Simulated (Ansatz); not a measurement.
Relaxation of CH$_{4}$AlFS (8 atoms, charge 0, multiplicity 1), to a largest force component of 0.015 eV/Å in at most 40 steps.

The calculation used Ansatz, RKS PBE0/def2-SVP.

```xyz
8
Properties=species:S:1:pos:R:3:forces:R:3
C -0.138 1.234 -0.102 -1.29 0.86 -0.57
Al 0.567 -0.565 -0.151 2.10 -0.39 0.32
F 2.309 -0.811 0.039 -2.36 0.31 -0.27
S -0.728 -2.332 -0.443 -0.08 -0.13 1.20
H -1.284 1.221 -0.270 1.59 -0.04 0.26
H 0.043 1.769 0.861 0.02 -0.25 -0.40
H 0.290 1.881 -0.928 -0.25 -0.53 0.70
H -0.967 -2.456 0.940 0.26 0.17 -1.24
```

Task: Where does it end, and by what steps?

Result: The forces met the threshold. The force dipped under the threshold on the way, but the program's further checks kept it going. After 16 steps the energy has fallen by 0.491 eV; H8 moved furthest, 1.20 Å.

```tsv
step	energy less start (eV)	largest force component (eV/Å)	accepted
0	0.0000	2.359	yes
1	-0.1990	1.378	yes
2	-0.2466	0.211	yes
3	-0.2524	0.031	yes
4	-0.2526	0.010	yes
5	-0.2528	0.014	yes
6	-0.2490	0.621	no
7	-0.2547	0.171	yes
8	-0.2582	0.423	yes
9	-0.2692	0.792	yes
10	-0.3351	0.420	yes
11	-0.3715	0.951	yes
12	-0.4465	0.360	yes
13	-0.4836	0.300	yes
14	-0.4869	0.250	yes
15	-0.4906	0.058	yes
16	-0.4912	0.013	yes
```

```xyz
8
Properties=species:S:1:pos:R:3
C -0.147 1.358 -0.181
Al 0.326 -0.496 0.107
F 1.901 -0.938 0.441
S -1.112 -2.132 0.021
H -1.229 1.491 -0.336
H 0.157 1.980 0.676
H 0.375 1.754 -1.068
H -0.179 -3.075 0.284
```

Whether the end is a true minimum wasn't checked by a vibrational analysis.

Run time: 62 s on 1 CPU thread of a shared host.
